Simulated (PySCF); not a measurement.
## Löwdin shares of the frontier orbitals

Compound: cyclo-(Me2GeO)3, C6H18Ge3O3.
Structure used (PBE0-D3(BJ)/def2-SVP), in Å, numbered top down from 1:
```xyz
30
C6H18Ge3O3 angstrom
Ge     0.7389   -0.4477   -1.6005
C      0.1091    0.4436   -3.2024
C      2.2182   -1.6725   -1.8426
O      1.2585    0.7520   -0.3902
Ge     0.2517    1.6258    0.7921
C      1.3782    2.0149    2.3165
C     -0.5838    3.1595   -0.0486
O     -1.0450    0.5100    1.2838
Ge    -1.1886   -1.1984    0.8003
C     -0.0044   -2.2596    1.9156
C     -3.0586   -1.6763    0.8561
O     -0.6484   -1.3112   -0.8935
H     -0.7401    1.0951   -2.9521
H      0.9094    1.0550   -3.6438
H     -0.2255   -0.2969   -3.9433
H      3.0773   -1.1536   -2.2917
H      1.9212   -2.5049   -2.4966
H      2.5203   -2.0771   -0.8663
H      1.8259    1.0825    2.6882
H      2.1859    2.7047    2.0320
H      0.7852    2.4711    3.1222
H      0.1782    3.8368   -0.4603
H     -1.2410    2.8231   -0.8629
H     -1.1915    3.7105    0.6840
H      1.0290   -1.9013    1.7985
H     -0.2893   -2.1675    2.9739
H     -0.0445   -3.3198    1.6265
H     -3.6252   -1.0077    0.1935
H     -3.1972   -2.7134    0.5185
H     -3.4475   -1.5781    1.8797
```

Computed, not measured: TDDFT wB97X-D/def2-SVPD, vertical, gas phase, core orbitals frozen in the response (PySCF). Relativistic effects, spin–orbit coupling among them, are left out although an element past zinc is present.

Kohn–Sham orbitals with the atoms that hold most of them (Löwdin shares over 4%, at most four atoms; ? is withheld):

```
orbital  ε (eV)                             atoms
 HOMO-3  -10.42   O4 45%, O12 18%, O8 16%, Ge9 4%
 HOMO-2   -9.73     O4 31%, C11 9%, O12 9%, O8 8%
 HOMO-1   -9.65     O12 25%, O8 25%, C3 9%, C6 8%
   HOMO   -9.19                                 ?
   LUMO    1.77                                 ?
 LUMO+1    2.36  Ge9 16%, C11 10%, C10 6%, H29 6%
 LUMO+2    2.37    Ge1 11%, Ge5 10%, C3 8%, C6 7%
```

(1) Which atoms hold the HOMO, and with what shares?

(2) Which atoms hold the LUMO, and with what shares?

(3) The HOMO–LUMO gap is 10.95 eV. Where does the response calculation put the lowest singlet, and from which orbitals?

Answers

(1) O8 (bonded to 2 Ge) 14%; O12 (bonded to 2 Ge) 12%; O4 (bonded to 2 Ge) 10%; C10 (bonded to Ge and 3 H) 9%. By element: oxygen 36%, carbon 9% or more.

(2) Ge1 (bonded to 2 C and 2 O) 10%; Ge5 (bonded to 2 C and 2 O) 10%; Ge9 (bonded to 2 C and 2 O) 9%; C2 (bonded to Ge and 3 H) 5%. By element: germanium 29%, carbon 5% or more.

(3) S1 is at 7.29 eV (f = 0.246), 3.66 eV below the gap, made of HOMO→LUMO (79%). 

Next come S2 at 7.50 eV (f 0.021), HOMO-1→LUMO (54%), HOMO→LUMO+1/LUMO+2 (≥23%); S3 at 7.56 eV (f 0.025), HOMO-2→LUMO (49%), HOMO→LUMO+1/LUMO+2 (≥25%); S4 at 7.96 eV (f 0.033), HOMO→LUMO+4 (26%), HOMO→LUMO+3 (15%), HOMO-1→LUMO+1/LUMO+2 (≥13%); S5 at 8.04 eV (f 0.023), HOMO→LUMO+5 (37%), HOMO-1→LUMO (13%), HOMO-1→LUMO+1/LUMO+2 (≥10%).

Orbitals of the list HOMO-3 to LUMO+2 that lie within 0.01 eV of each other are written together with a slash and their weights summed (≥ marks a lower bound); for degenerate orbitals outside that list single weights are arbitrary.

Löwdin shares depend on the basis, the more so with diffuse functions.

Time: 5.9 min wall, 13 min CPU (grids of density and orbitals included); peak memory 4.2 GiB. Hardware: Intel Xeon Platinum 8375C at 2.90 GHz, 2 threads, shared host with 128 logical CPUs at a one-minute load of 44.

One conformer stands for the species.
